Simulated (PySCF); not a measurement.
1,2-dichloro-1,1,2,2-tetrafluoroethane, C₂Cl₂F₄.
Atom-mapped SMILES: `[F:1][C:2]([F:3])([Cl:4])[C:5]([F:6])([F:7])[Cl:8]`

All values: CAM-B3LYP/def2-SVPD (PySCF, non-relativistic), on one gas-phase PBE0-D3(BJ)/def2-SVP geometry that isn't relaxed in the solvent. The solvent is an IEF-PCM continuum (Bondi radii, 1.10 Å for H, scaled by 1.2), and excitations are vertical TDDFT with non-equilibrium linear response and a frozen core. The model holds no explicit solvent molecules, cavitation or dispersion.

Gas-phase singlets (H = HOMO, L = LUMO):

| state | E (eV) | λ (nm) | f | leading configurations |
| --- | --- | --- | --- | --- |
| S1 | 7.762 | 160 | 0.001 | H→L 73%, H-3→L+1 17% |
| S2 | 7.866 | 158 | 0.001 | H-1→L 64%, H-2→L+1 26% |
| S3 | 7.917 | 157 | 0.000 | H→L+1 53%, H-3→L 35% |
| S4 | 7.924 | 156 | 0.002 | H-2→L 48%, H-1→L+1 43% |
| S5 | 9.289 | 133 | 0.048 | H-3→L 30%, H-2→L+1 22%, H→L+1 16% |

Give the list for chloroform (ε = 4.711), n² = 2.09.

```tsv
state	E (eV)	λ (nm)	f	leading configurations	change by rank (eV)
S1	7.776	159	0.001	H→L 73%, H-3→L+1 17%	+0.014
S2	7.879	157	0.002	H-1→L 65%, H-2→L+1 26%	+0.013
S3	7.932	156	0.000	H→L+1 53%, H-3→L 36%	+0.015
S4	7.938	156	0.002	H-2→L 48%, H-1→L+1 43%	+0.014
S5	9.297	133	0.068	H-3→L 30%, H-2→L+1 21%, H→L+1 16%	+0.008
```

How does the list change in dichloromethane (ε = 8.93)?

| state | E (eV) | λ (nm) | f | leading configurations | change by rank (eV) |
| --- | --- | --- | --- | --- | --- |
| S1 | 7.781 | 159 | 0.001 | H→L 74%, H-3→L+1 17% | +0.019 |
| S2 | 7.885 | 157 | 0.002 | H-1→L 65%, H-2→L+1 26% | +0.019 |
| S3 | 7.938 | 156 | 0.000 | H→L+1 53%, H-3→L 36% | +0.021 |
| S4 | 7.944 | 156 | 0.002 | H-2→L 48%, H-1→L+1 43% | +0.020 |
| S5 | 9.303 | 133 | 0.066 | H-3→L 30%, H-2→L+1 21%, H→L+1 16% | +0.014 |

How do the frontier levels move from gas to dichloromethane?

```tsv
orbital	gas (eV)	solvent (eV)	change (eV)
LUMO+2	1.33	1.38	+0.05
LUMO+1	0.80	0.96	+0.16
LUMO	0.50	0.65	+0.15
HOMO	-11.30	-11.19	+0.11
HOMO-1	-11.48	-11.38	+0.10
HOMO-2	-11.81	-11.70	+0.11
HOMO-3	-11.95	-11.85	+0.10
```

The HOMO–LUMO gap goes from 11.80 to 11.84 eV.

Shape of the structure used: `[F:1][C:2]([F:3])([Cl:4])[C:5]([F:6])([F:7])[Cl:8]`: F1–C2–C5–F6 179°.
